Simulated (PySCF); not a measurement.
Stationary points of SbH₂⁺

All numbers come from PBE0 in PySCF with Sb def2-TZVP with ECP28, H def2-TZVP; scalar-relativistic core potentials, no spin–orbit coupling; density-fitted integrals.

Relaxations began from a few typed shapes. The search is not exhaustive: other isomers or separated fragments can lie lower, and high-lying points may rest on an excited occupation.

| spin | group | bonds | angles | imaginary modes (cm⁻¹) | ΔE (kJ/mol) | ΔE with ZPE (kJ/mol) |
| --- | --- | --- | --- | --- | --- | --- |
| singlet | C2v | Sb–H 1.709 Å (×2) | H–Sb–H 90.2° | none | 0.0 | 0.0 |
| singlet | D∞h | Sb–H 1.645 Å (×2) | H–Sb–H 180.0° | 2005i | 329.4 | – |

The lowest minimum found is the singlet C2v: Sb–H 1.709 Å (×2); H–Sb–H 90.2°.

Counting electrons, antimony keeps 2 of its valence electrons outside its bonds, so the VSEPR class is AX2E1 and the expected shape is bent (C2v), as computed. The angle of 90° is close to 90°: the heavy centre bonds with nearly pure p orbitals and keeps its lone pair s-like.

The electron or spin density has lower symmetry than the nuclear frame for the singlet D∞h at 329.4 kJ/mol.
